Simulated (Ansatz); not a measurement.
Computed with Ansatz on PBE0-D4/def2-TZVP structures; ΔE is electronic, products minus reactants. CBS: MP2 limit from def2 TZ/QZ plus the TZ coupled-cluster correction, frozen cores. This one scheme is used for every species, atoms too. DFT in def2-TZVPP. No spin–orbit coupling; open shells (•) take unrestricted orbitals. Spin–orbit coupling would lower the free atoms: a little for C, O, S, Si. Each species was taken in one conformer, which may not be the lowest.

`OC(S)S[SiH3]` → C• + 6 H• + O• + 2 S• + Si•  (atomization)

`OC(S)S[SiH3]`:

Cartesian coordinates in Å:
```
O 0.178 -1.540 0.770
C 0.575 -0.220 0.885
S 2.202 -0.156 1.719
S 0.692 0.665 -0.714
Si -1.357 0.483 -1.310
H 0.804 -1.994 0.192
H -0.174 0.272 1.504
H 2.532 1.083 1.321
H -2.235 0.848 -0.168
H -1.524 1.443 -2.428
H -1.693 -0.885 -1.772
```

```
             level  ΔE (kJ/mol)
           ωB97X-V       3602.9
               PBE       3612.0
SCS-MP2/def2-TZVPP       3507.4
    CCSD/CBS(def2)       3519.4
```

Q: What does CCSD(T)/CBS give? (Estimate.)

A: Ansatz gave: +3584.9 kJ/mol. The listed levels differ from it by 18.0, 27.1, -77.5, -65.5 kJ/mol.

Largest T1 diagnostic among the species: 0.012.

The D4 term adds +48.6 kJ/mol with B3LYP and +25.3 kJ/mol with PBE0; it sums over pairs of atoms, weighted by their polarisabilities, and B3LYP, whose exchange is more repulsive, gets the larger term. In def2-TZVPP, CCSD(T) changes the Hartree–Fock value by +990.5 kJ/mol (the triples alone add +65.5 kJ/mol) and MP2 by +1041.8 kJ/mol; breaking electron pairs costs correlation energy, which Hartree–Fock lacks.

B3LYP here is the variant with VWN-RPA as its local correlation; programs differ in this.

For atomizations the MP2-based limit and the directly extrapolated one differ by several kJ/mol either way, and by 10 to 25 for some Ge, Se and Sn compounds, so smaller differences from it don't rank the levels.
